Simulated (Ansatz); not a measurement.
Cl₄Te, charge +1, doublet, at a GFN2-xTB geometry (a state made from the parent by changing its charge; the spin is typed, not shown lowest) (core potentials on Te); PBE0/def2-SV(P) (Ansatz, a first-principles code).

Input for Ansatz:
Ansatz 0.2 input:
```yaml
crystal:
  periodic: [false, false, false]
  atoms:
    - {symbol: Te, position_ang: [-0.00572274, 0.01236630, 0.26693104]}
    - {symbol: Cl, position_ang: [1.11337271, -1.43495632, -1.08899499]}
    - {symbol: Cl, position_ang: [1.85279584, 1.50725672, 0.73992591]}
    - {symbol: Cl, position_ang: [-1.06293622, 1.32596783, -1.26356022]}
    - {symbol: Cl, position_ang: [-1.88572747, -1.43609457, 0.79613434]}
basis:
  gaussian:
    orbitals: def2-SV_P_.json
hamiltonian:
  xc: pbe0
total_charge: 1
magnetization: {spin_polarized: true, initial_magnetization: 1}
```
The basis file holds def2-SV(P) in the JSON format of the Basis Set Exchange.

What the program printed (banner, timings and long lists left out):

```
Functional definition: PBE0
969 factors; integrals over basis functions are off by at most 3.8e-4 eV
mean field evaluation 1: about -57339.4337 eV, gradient 2.4e1 eV
mean field evaluation 2: about -57332.7745 eV, gradient 4.3e1 eV
mean field evaluation 4: about -57342.9215 eV, gradient 1.0e0 eV
mean field evaluation 8: about -57343.0832 eV, gradient 3.8e-2 eV
mean field evaluation 16: about -57343.0832 eV, gradient 8.6e-5 eV
mean field -57343.08318391 eV, -2107.3194384708 hartree, gradient 3.0e-5 eV, S^2 0.765050; 2 other end points of the search recorded, 0 dependent functions left out
reference -57343.08320487 eV, -2107.3194392411 hartree; 46, 45 occupied and 52, 53 virtual orbitals, 969 factors
Total energy: -57343.08320487 eV, -2107.3194392411 hartree
```
